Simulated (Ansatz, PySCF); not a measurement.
Pair of molecules: HF (SMILES F) (first 2 atoms) with HI (SMILES I); geometry from B3LYP-D3(BJ)/def2-TZVP, rigid monomers moved along the line of their centres of mass till H2···I3 is 3.04 Å.
(charge 0, multiplicity 1):
```xyz
4

F     -0.070     0.475    -0.241
H      0.005     0.035     0.577
I      0.244    -1.202     3.340
H      0.206     0.270     4.007
```

Monomers are frozen at their geometry in the pair; levels with a basis set take the counterpoise correction.

Cores are frozen in the correlated methods. Filled d and f shells under p-block atoms count as core. CBS(a, b) extrapolates the correlation energy as X⁻³ and adds the Hartree–Fock energy of set b.

Run with Ansatz (an electronic-structure program) with Gaussian orbitals; PySCF for the dispersion terms.  In def2 rows elements past Kr take small-core potentials, without spin–orbit coupling.

PBE/def2-TZVPPD gives -2.43 kcal/mol for the interaction energy.

**Question.** How do the other levels lie against it? Give each less PBE: PBE-D3(BJ)/def2-TZVPPD, r2SCAN/def2-TZVPPD, PBE0/def2-TZVPPD, wB97M-V/def2-TZVPPD, MP2/CBS(def2-TZVPPD, def2-QZVPPD), CCSD(T)/CBS(def2-TZVPPD, def2-QZVPPD).

**Answer.** PBE-D3(BJ)/def2-TZVPPD -0.40; r2SCAN/def2-TZVPPD 0.15; PBE0/def2-TZVPPD 0.24; wB97M-V/def2-TZVPPD 0.22; MP2/CBS(def2-TZVPPD, def2-QZVPPD) 0.31; CCSD(T)/CBS(def2-TZVPPD, def2-QZVPPD) 0.31 kcal/mol. 5 of 6 lie above PBE; the widest gap is to PBE-D3(BJ)/def2-TZVPPD.
